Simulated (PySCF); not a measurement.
# UHF on F³⁺ (fluorine, charge +3)

Configuration: [He] 2s2 2p2, high-spin 3P determinant. Computed with PySCF 2.14 in aug-cc-pVTZ (5s4p3d2f, 46 functions), with the non-relativistic Hamiltonian (point nucleus).

* Total energy: -95.316454 hartree
* One-electron energy: -118.1559 hartree
* Hartree (Coulomb) energy: 31.3005 hartree
* Exchange energy: -8.4610 hartree
* Kinetic energy: 95.34435 hartree
* ⟨S²⟩: 2.0034
* ⟨L²⟩: 2.006
* Sum of ⟨r⟩: 3.751 bohr
* Sum of ⟨r²⟩: 3.571 bohr²
* Traceless quadrupole moment −½Σ⟨3z² − r²⟩ along its main axis: 0.331 e·bohr²
* Density at the nucleus (Gaussians lack the cusp): 439 bohr⁻³
* Spin density at the nucleus: 0.126 bohr⁻³
* Langevin diamagnetic susceptibility: -2.83 ×10⁻⁶ cm³/mol

```
shell  electrons  mean orbital energy (eV)  rms radius, mean of both spins (bohr)
 1s α          1                   -797.72                                  0.203
 1s β          1                   -793.95                                  0.203
 2s α          1                   -108.24                                  0.959
 2s β          1                   -96.186                                  0.959
 2p α          2                   -88.050                                  0.908
```

Spin-orbit constants ζ (cm⁻¹) from the X2C one-electron operator on these orbitals (non-relativistic here): bare nucleus, nucleus screened by l(l+1)(2l+1)/3 electrons, and screened by the Breit-Pauli mean field of the electrons.

```tsv
shell	bare	screened nucleus	mean field
2p	626.3	487.1	433.4
```

To first order the Landé constant is A = 216.7 cm⁻¹, so the lowest level has J = 0 and lies 0.0537 eV below the centre of the term. This holds in LS coupling only.
